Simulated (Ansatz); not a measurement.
`B[NH][GeH]([CH3])[F]` and `[CH3][GeH]([F])[SiH3]` differ in one atom or group.

Ansatz, PBE0-D4/def2-TZVP geometries, multiplicity 1. Each molecule was computed in one conformer, which needn't be the lowest.

Scalar relativity is left out up to krypton.

```json
{"property": "LUMO energy (PBE0/def2-TZVPP) / eV", "`B[NH][GeH]([CH3])[F]`": "-0.16"}
{"property": "zero-point energy (PBE0-D4/def2-TZVP) / kJ/mol", "`B[NH][GeH]([CH3])[F]`": "224.6"}
{"property": "HOMO–LUMO gap (B3LYP/def2-TZVPP) / eV", "`B[NH][GeH]([CH3])[F]`": "8.11"}
{"property": "HOMO energy (ωB97M-V/def2-TZVPP) / eV", "`B[NH][GeH]([CH3])[F]`": "-11.00"}
{"property": "size of the dipole moment (B3LYP/def2-TZVPP) / D", "`B[NH][GeH]([CH3])[F]`": "2.79"}
{"property": "HOMO energy (PBE0/def2-TZVPP) / eV", "`B[NH][GeH]([CH3])[F]`": "-8.72"}
```

Give the same properties after the change, and the shifts. (An estimate is asked.)

Ansatz gave: 
```
                                        property  `[CH3][GeH]([F])[SiH3]`  shift
              LUMO energy (PBE0/def2-TZVPP) / eV                    -0.28  -0.12
  zero-point energy (PBE0-D4/def2-TZVP) / kJ/mol                    187.8  -36.8
           HOMO–LUMO gap (B3LYP/def2-TZVPP) / eV                     7.44  -0.67
           HOMO energy (ωB97M-V/def2-TZVPP) / eV                   -10.18   0.82
size of the dipole moment (B3LYP/def2-TZVPP) / D                     2.35  -0.44
              HOMO energy (PBE0/def2-TZVPP) / eV                    -8.13   0.59
```

With PBE0 the HOMO rises by 0.59 eV and the LUMO falls by 0.12 eV, so the gap narrows by about 0.71 eV. PBE moves the HOMO by 0.43 eV and ωB97M-V by 0.82 eV. The zero-point energy changes by -36.8 kJ/mol with -3 modes. Dipoles are sizes alone; their direction can turn.

B3LYP here is the variant with VWN-RPA as its local correlation; programs differ in this.
